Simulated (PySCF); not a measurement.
Excitations are Tamm–Dancoff values on a coarser integration grid. The basis has no diffuse functions, so Rydberg states are missing or too high.

Cartesian coordinates (Å):
```xyz
7

B      1.4636    -0.1265     0.3846
C      0.1386    -0.4399     0.0887
C     -1.0523     0.3895     0.3338
O     -2.1909     0.0526     0.0485
H      2.5814     0.1527     0.6411
H     -0.0809    -1.4076    -0.3814
H     -0.8596     1.3791     0.8109
```
Charge 0, spin multiplicity 1.

Question: What total energy, LUMO and brightest of the four lowest singlets (TDA) does PySCF with PBE-D3(BJ)/def2-TZVP give?

Answer: 
total energy: -177.8623 Ha
LUMO: -3.42 eV
brightest of the four lowest singlets (TDA): 5.72 eV
